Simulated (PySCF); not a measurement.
Gas-phase reaction: Ga(OH)₃ + GaH₃ + 6 F = 3 H₂O + 2 GaF₃

Energies from PySCF, thermal terms from the rigid-rotor harmonic-oscillator model, ideal gas at 1 bar. † marks an energy on the PBE0/def2-TZVP geometry and frequencies; other levels use their own. MP2 freezes the core. Open shells (unrestricted): F (multiplicity 2, electronic degeneracy 6); the rest are closed-shell singlets. Spin-orbit splitting is ignored; it lowers the true energy and changes the entropy of F. Ga: all electrons, no relativistic terms. Ga(OH)₃, GaH₃: computed as isolated molecules; such fragments, hydroxides, amides, oligomers or adducts are transient or little studied in the gas. MP2 isn't extrapolated to the basis-set limit; its ΔH°(298 K) is -2354.2 kJ in def2-SVP and -2484.6 kJ in def2-TZVPP. The harmonic model lacks anharmonicity and excited electronic states, which grow with temperature; levels with a mode under 35 cm⁻¹ are left out.

```
level               ΔE electronic, kJ  ΔH°(298 K), kJ  ΔS°(298 K), J/K  ΔG°(800 K), kJ
------------------  -----------------  --------------  ---------------  --------------
MP2/def2-TZVPP†                 -2524           -2485             -346           -2198
PBE0/def2-QZVP†                 -2354           -2315             -346           -2028
PBE0/def2-TZVP                  -2321           -2281             -346           -1994
r2SCAN/def2-TZVP†               -2366           -2326             -346           -2039
LDA/def2-TZVP†                  -2815           -2775             -346           -2488
ωB97X-V/def2-TZVP†              -2356           -2316             -346           -2029
```
ΔH° is lowest at LDA/def2-TZVP† and highest at PBE0/def2-TZVP. No reference value is set beside these.
